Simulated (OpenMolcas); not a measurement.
**Pd2+ in a point-charge field**

Pd2+ among 8 point charges of -1 e arranged as a cube (Oh), 2.11 Å from the ion.

```
Program             : OpenMolcas 26.06
Method              : SS-CASPT2, IPEA 0.25 Eh, imaginary shift 0.1 Eh (closed shells correlated: 4s 4p)
Basis               : ANO-RCC-VTZP [7s6p4d2f1g]
Scalar Hamiltonian  : DKH2, point nucleus
Active space        : 8 electrons in 5 orbitals (4d)
State averaging     : 2S+1 = 3 even, 10 roots; 2S+1 = 1 even, 15 roots
Spin-orbit coupling : RASSI with atomic mean-field integrals over the reference wave functions
```

The lowest spin-free states (labels of O, the rotations of Oh), above the lowest:

| State | Degeneracy | E (cm-1) | Free-ion L (%) |
| --- | --- | --- | --- |
| 3T1 | 3 | 0 | F (99) |
| 3T2 | 3 | 2310 | F (100) |
| 3A2 | 1 | 6500 | F (100) |
| 1T2 | 3 | 9900 | D (95) |
| 1E | 2 | 11120 | D (85) |
| 3T1 | 3 | 12630 | P (99) |
| 1T2 | 3 | 16220 | G (95) |
| 1A1 | 1 | 17840 | G (99) |
| 1T1 | 3 | 18460 | G (100) |
| 1E | 2 | 19180 | G (85) |
| 1A1 | 1 | 41140 | S (99) |

The lowest levels with spin-orbit coupling:

| E (cm-1) | Degeneracy | Label | 2S+1 |
| --- | --- | --- | --- |
| 0 | 1 | A1 | 3 |
| 560 | 3 | T1 | 3 |
| 1200 | 2 | E | 3 |
| 2320 | 3 | T2 | 3 |
| 4680 | 3 | T2 | 3 |
| 4870 | 3 | T1 | 3 |
| 5440 | 1 | A2 | 3 |
| 5890 | 2 | E | 3 |
| 8900 | 3 | T2 | 3 (80 %) |
| 11970 | 2 | E | 3 (52 %) |
| 12140 | 3 | T2 | 3 (60 %) |
| 15670 | 3 | T2 | 3 (64 %) |
| 15740 | 3 | T1 | 3 |
| 15980 | 1 | A1 | 3 |
| 16190 | 2 | E | 3 (53 %) |
| 18830 | 3 | T2 | 1 |
| 20350 | 1 | A1 | 1 |
| 20950 | 3 | T1 | 1 |
| 21820 | 2 | E | 1 |
| 44000 | 1 | A1 | 1 |

Powder χT (cm3 K/mol): 0.0195 at 2 K, 0.0977 at 10 K, 0.489 at 50 K, 0.977 at 100 K, 1.87 at 200 K, 2.47 at 300 K. The effective moment at 300 K is 2.828 √(χT) = 4.44 μB.

The lowest level has 2S+1 = 3, for which the spin-only value is χT = S(S+1) / 2 = 1.000 cm3 K/mol (g = 2). The computed 2.470 at 300 K differs by +1.470, through orbital momentum, spin-orbit coupling and any other state in reach. With a threefold ground state the orbital momentum is unquenched, so the spin-only value is not expected to hold.

Roots that are degenerate in the reference are averaged as groups; the widest CASPT2 spread within a group is 230 cm-1 (the 3-fold group of multiplicity 3 near 2310 cm-1 above the lowest state of its run). Shifts and gaps below about the spread of the groups concerned are not significant. An orbital triplet at a regular site is open to Jahn-Teller coupling, which can distort the site and quench the lowest spin-orbit gaps and is left out. Real 4d8 and 5d8 ions are as a rule square planar and diamagnetic. Free-ion shares, where given, are those of the reference states; single-state CASPT2 does not remix them. Point charges carry no covalency, so the field is a model and not that of real ligands. No measured value stands beside these numbers.

The CASPT2 steps took 3.8 s on 1 thread of Arm Neoverse V1, on a shared host; the integral step is not counted.
